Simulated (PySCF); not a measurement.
# Exercise with solution: oscillator strength and radiative lifetime

C₄H₈OSi, SMILES C#C[SiH2]CCO.

The structure is a stationary point at r2SCAN-D4/def2-SVP. This is a generated structure with no PubChem entry under its InChIKey; it may be hypothetical. Other conformers were not sampled.

TDA-CAM-B3LYP/def2-SVPD (PySCF) puts the first singlet state with f over 0.02 at 7.82 eV (vertical), with the transition dipole (0.358, -0.365, -0.220) in atomic units.

Problem. Find the oscillator strength, the wavelength and the radiative lifetime that this transition would have in vacuum if emission retraced absorption.

Solution. 
|μ|² = 0.3098 au, so |μ| = 1.41 D. ΔE = 7.82/27.211 = 0.2874 hartree. f = (2/3) ΔE |μ|² = 0.059 (the program prints 0.060).
λ = 1239.84/7.82 = 159 nm; ν = 63073 cm⁻¹.
Einstein's coefficient A = 0.6670 ν² f s⁻¹ (ν in cm⁻¹) = 1.6e8 s⁻¹, so τ = 1/A = 6.3 ns. This state is S5; the lower singlets have f = 0.000, 0.003, 0.001, 0.010. The figure is the radiative limit of this one transition; relaxation, internal conversion, crossing to triplets and a medium change what is measured.
